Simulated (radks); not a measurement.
Question: These are the eigenvalues of the occupied orbitals of an atom or ion with whole-number occupations (hartree). Method: Dirac Kohn-Sham, PBE, spin-unpolarised, spherical densities, finite nucleus; Fermi nuclear charge, rms radius of each element as measured or else 0.836 A^(1/3) + 0.57 fm; computed with a radial shooting solver on a logarithmic mesh with Libxc functionals.

| orbital | eigenvalue |
|---|---|
| 1s1/2 | -1788.594 |
| 2s1/2 | -304.5302 |
| 2p1/2 | -289.5860 |
| 2p3/2 | -265.7757 |
| 3s1/2 | -77.32058 |
| 3p1/2 | -70.86833 |
| 3p3/2 | -66.00616 |
| 3d3/2 | -54.83471 |
| 3d5/2 | -53.77806 |
| 4s1/2 | -25.26349 |
| 4p1/2 | -22.72781 |
| 4p3/2 | -21.56789 |
| 4d3/2 | -17.35023 |
| 4d5/2 | -17.12727 |
| 4f5/2 | -12.05020 |
| 4f7/2 | -12.00864 |

Which element is it, and in what charge state? The configuration may be excited. Open shells, if any, are shared by 2j + 1.

Answer: Z = 63, europium, charge +16: Eu16+ in [Kr] 4d10 4f1. The list shows which subshells hold electrons but not how many an open one holds; the 1s level, -1788.6 hartree, gives Z - s = 59.8 by -(Z - s)^2/2, which with screening and relativity narrows Z to a few neighbours, and the depths of the outer levels then fix element, charge and occupations together.
